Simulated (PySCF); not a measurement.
## Broadened absorption spectrum of Nb(NEt)F3

Compound: Nb(NEt)F3, C₂H₅F₃NNb (singlet state).
SMILES: `CC[N]=[Nb]([F])([F])[F]`

The calculation used PySCF 2.14.0, density-fitted response routines, TDDFT B3LYP/def2-SVPD, vertical, gas phase, core orbitals frozen in the response, def2 core potentials past Kr. Isolated species at its PBE0-D3(BJ)/def2-SVP geometry, gas phase. Spin–orbit coupling is left out.

Each state is given a Gaussian of 0.5 eV full width at half maximum, with ε(max) = 2.175×10⁸ f / Δν̃ (Δν̃ the width in cm⁻¹). The width is an assumption, not a result. The curve ends short of the highest state used, and states not computed would add to its high-energy end.

(E (eV), ε (L mol⁻¹ cm⁻¹)): (3.87, 0), (3.97, 0), (4.06, 0), (4.15, 1), (4.25, 5), (4.34, 15), (4.44, 44), (4.53, 105), (4.62, 224), (4.72, 459), (4.81, 769), (4.91, 1171), (5.00, 1469), (5.09, 1580), (5.19, 1425), (5.28, 1118), (5.38, 794), (5.47, 682), (5.56, 793), (5.66, 1096), (5.75, 1362), (5.84, 1460), (5.94, 1306), (6.03, 1003)

Task: Where are the band maxima, and which computed states make them?

Result: 244 nm (5.09 eV), ε about 1600, made up of S4 (92%); 212 nm (5.83 eV), ε about 1500, made up of S5 (41%) and S6 (58%) (ε in L mol⁻¹ cm⁻¹; maxima over ε = 5, shares over 10%). The states used: S1 4.62 eV (f 0.0001); S2 4.86 eV (f 0.0020); S3 4.86 eV (f 0.0019); S4 5.10 eV (f 0.027); S5 5.79 eV (f 0.011); S6 5.86 eV (f 0.016); S7 6.06 eV (f 0.0001); S8 6.29 eV (f 0.0013); S9 6.29 eV (f 0.0009); S10 6.63 eV (f 0.0003).

Task: On this curve, what absorbance would a 10⁻⁴ mol/L sample give at 254 nm over a 1 cm path?

Result: 254 nm is 4.881 eV, where ε is about 1100 L mol⁻¹ cm⁻¹, so A = ε c l ≈ 0.11 (Beer–Lambert, with the gas-phase spectrum and the assumed width).

Task: What would ε be at 5.09 eV, the highest of these maxima, with half the width (0.25 eV)?

Result: About 2940 L mol⁻¹ cm⁻¹ against 1580, a factor of about 1.9; a lone state at its own centre would give exactly 2.

Task: Does any computed singlet lie in the visible range?

Result: No computed singlet lies in the visible range (380 to 750 nm); the lowest, at 268 nm, stands 1.36 eV above its violet end (3.26 eV).

The vertical ionisation energy (ΔSCF) is 10.12 eV, 3.49 eV above S10.

On one thread of an AMD EPYC 9R45, no GPU, shared host with 96 logical CPUs at a one-minute load of 50, this took 95 s wall (grids of density and orbitals included) and 1.0 GiB of memory at its peak.
